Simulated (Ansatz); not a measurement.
Total energies of CH$_{4}$AsNO (`O/C=N/[AsH2]`).

Cartesian coordinates in Å:
```
O 1.7784 -0.9895 0.8961
C 0.5139 -0.6836 0.5905
N 0.2202 0.2510 -0.2014
As -1.6136 0.5018 -0.4837
H 2.3398 -0.3726 0.4035
H -0.1768 -1.3492 1.1186
H -1.4972 0.6247 -1.9991
H -1.5647 2.0174 -0.3246
```

Charge 0, multiplicity 1. Correlated methods include outer-core shells of As, which these sets cover unevenly. Scalar relativity is left out up to krypton. The geometry is a stationary point of PBE0-D4/def2-TZVP. It is one conformer, not always the lowest. Basis def2-TZVPP, the Gaussian-basis code of Ansatz.

RPA on PBE orbitals: Hartree–Fock energy of these orbitals -2403.69876 Eh, correlation -1.35658 Eh (frozen core).

```csv
functional,energy without D4 (Eh),D4 term (kJ/mol)
revPBE,-2406.19018,-47.3
LC-ωPBE,-2406.00453,–
```

**Question.** Give the same for LDA (SPW92), PBE, BLYP, r2SCAN, B97M-V, PBE0, B3LYP, r2SCANh, r2SCAN0, HSE06 (plane-wave form), BHLYP, CAM-B3LYP, ωB97X-V, ωB97M-V, B2PLYP, PBE-QIDH. (An estimate is asked.)

**Answer.** The calculation gave: 
```tsv
functional	energy without D4 (Eh)	D4 term (kJ/mol)
LDA (SPW92)	-2401.78106	–
PBE	-2405.88863	-14.4
BLYP	-2406.42370	-32.3
r2SCAN	-2406.31704	-3.4
B97M-V	-2405.97222	–
PBE0	-2405.95281	-12.0
B3LYP	-2406.46189	-23.3
r2SCANh	-2406.29971	-3.7
r2SCAN0	-2406.27521	-4.0
HSE06 (plane-wave form)	-2405.94642	-11.2
BHLYP	-2406.30133	-17.3
CAM-B3LYP	-2406.46886	-12.2
ωB97X-V	-2406.15266	–
ωB97M-V	-2406.22930	–
B2PLYP	-2405.91856	–
PBE-QIDH	-2405.60323	–
```

B3LYP takes the VWN-RPA correlation (the form of Gaussian; ORCA's B3LYP/G). HSE06 is the plane-wave form, built on full-range PBE exchange. The double hybrids freeze the cores in their second-order part.

LC-ωPBE has ω = 0.4 bohr⁻¹.
